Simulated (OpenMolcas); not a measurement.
## Ti2+: effect of the metal basis

Ti2+ with its 6 nearest fluoride ions at 2.163 Å, on the Cd site of idealised cubic KCdF3 (a = 4.302 Å, distance in the model lattice 2.151 Å). The rest of the host is ab initio model potentials to 7.6 Å and point charges beyond; the distance is set by hand and nothing relaxes.

```json
{
 "Program": "OpenMolcas 26.06",
 "Method": "SS-CASPT2, IPEA 0.25 Eh, imaginary shift 0.1 Eh (closed shells correlated: 3s 3p and the ligand valence shells)",
 "Spin-orbit coupling": "state interaction with AMFI integrals over the reference wave functions"
}
```

Fixed: ligand basis ANO-RCC-VDZP, active space 2 electrons in 5 orbitals (3d), DKH2 Hamiltonian.

States (labels of O, the rotations of Oh). Energies in cm-1 above the lowest state or level, χT in cm3 K/mol; under a threefold ground state the first gap can be a small split of the lowest multiplet, not the spin-orbit step; 10Dq and B are least-squares fits to the states below 45000 cm-1, weighted by degeneracy, with a free offset, and given where the rms deviation is under 5 % of |10Dq| (or 100 cm-1) and under 700 cm-1.

| Run | Metal basis | Ground state | First state of that spin | 10Dq | B (rms of fit) | First gap with spin-orbit (degeneracies) | χT at 300 K | First state of another spin | Cost |
| --- | --- | --- | --- | --- | --- | --- | --- | --- | --- |
| A | ANO-RCC-VDZP | 3T1 | 3T2 11440 | 13135 | 687 (288) | 3 (2, 3) | 1.094 | 1T2 9390 | roughly 100 core-seconds |
| B | ANO-RCC-VTZP | 3T1 | 3T2 11180 | 12759 | 691 (294) | 3 (2, 3) | 1.095 | 1T2 9080 | roughly 2.1 core-minutes |

Against A, |10Dq| changes by -2.9 % in B.

Costs are those of the CASPT2 steps.

Roots that are degenerate in the reference are averaged as groups; the widest CASPT2 spread within a group is 190 cm-1 (the 3-fold group of multiplicity 3 near 0 cm-1 above the lowest state of its run, A). Shifts and gaps below about the spread of the groups concerned are not significant. Over all roots computed the reference weight is 0.74 to 0.75 in A, 0.73 to 0.74 in B; a low but even weight reflects the number of correlated electrons. An orbital triplet at a regular site is open to Jahn-Teller coupling, which can distort the site and quench the lowest spin-orbit gaps and is left out. Ligand-to-metal charge-transfer states are missing. With no ligand orbital active B as a rule stays too high, so bands that hang on it stand too high and its fall with covalency is understated. With one d shell and no ligand orbital active, 10Dq can be off by tens of per cent for divalent 3d ions, low with halides held by bare charges and at times high in hosts. Free-ion shares, where given, are those of the reference states; single-state CASPT2 does not remix them. No measured value stands beside these numbers; the geometry was set by hand and not optimised.
